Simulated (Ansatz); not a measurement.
Predict a relaxed structure of the cluster Si₄O₉H₂, charge 0, singlet, at PBE-D4/def2-SVP (Ansatz).


```xyz
15

Si    1.040    0.012   -1.813
Si    1.219    0.997    0.666
Si   -1.320    0.730    0.293
Si    0.127   -1.507    1.307
O     1.481   -1.458   -0.985
O     1.340    0.233   -3.313
O    -0.165    1.812    1.027
O     0.453   -2.174   -0.213
O    -2.814    1.362    0.164
O    -1.311   -0.623    1.273
O    -0.498    0.342   -1.089
O     2.004    1.181   -0.713
O     1.359   -0.338    1.608
H     0.066   -2.533    2.369
H    -2.981    1.965   -0.582
```
 This is one stationary point.

The structure holds one bond between oxygen atoms, so isomers without such links may lie far lower. The structure comes from a short search, and lower isomers may exist.
